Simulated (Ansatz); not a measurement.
```yaml
crystal:
  periodic: [false, false, false]
  atoms:
    - {symbol: Fe, position_ang: [0.001265, 0.000553, 0.000047]}
    - {symbol: Cl, position_ang: [0.349255, -0.972681, 1.780154]}
    - {symbol: Cl, position_ang: [-0.350520, 0.972127, -1.780201]}
basis:
  gaussian: {orbitals: def2-TZVP, initial_orbitals: start.molden}
hamiltonian: {xc: pbe}
correlation: {method: rpa}
scf: {omitted_lower_state_checks: [starts]}
```

The file start.molden holds the orbitals of an earlier run on this structure, at another level or in another basis.

```sh
$ ansatz run in.yaml --threads 4 --pin off --events-out ev --progress --plain --max-ram 3916MiB
```

It prints (some lines left out):

```
Functional definition: PBE
859 factors; integrals over basis functions are off by at most 9.0e-4 eV
mean field evaluation 1: about -59417.0585 eV, gradient 1.4e1 eV
mean field evaluation 2: about -59417.4298 eV, gradient 1.5e0 eV
mean field evaluation 4: about -59417.4347 eV, gradient 8.4e-2 eV
mean field evaluation 8: about -59417.4347 eV, gradient 1.3e-5 eV
mean field evaluation 16: about -59417.4347 eV, gradient 1.5e-5 eV
mean field -59417.43466634 eV, -2183.5504494043 hartree, gradient 1.3e-7 eV, S^2 0.000000; 0 other end points of the search recorded, 0 dependent functions left out; unrestricted orbitals would lower it
mean field evaluation 32: about -59360.9743 eV, gradient 1.4e0 eV
15 core orbitals not correlated: weight in the atoms' cores, before any rotation towards them, 1.000 or more for the frozen orbitals, at most 0.000 for the correlated occupied ones
reference -59354.28491173 eV, -2181.2297387267 hartree; 15, 15 occupied and 89, 89 virtual orbitals, 859 factors
Error: the energy between an occupied orbital and the lowest state that it is excited into in its spin channel is -0.0069 eV and must be positive: a state without a gap has no random-phase energy
```

Problem. Can the result of this run be used?

Solution. No. The run stopped with an error. The reference has no gap: an occupied orbital lies above an empty one, and the correlation energy can't be formed.
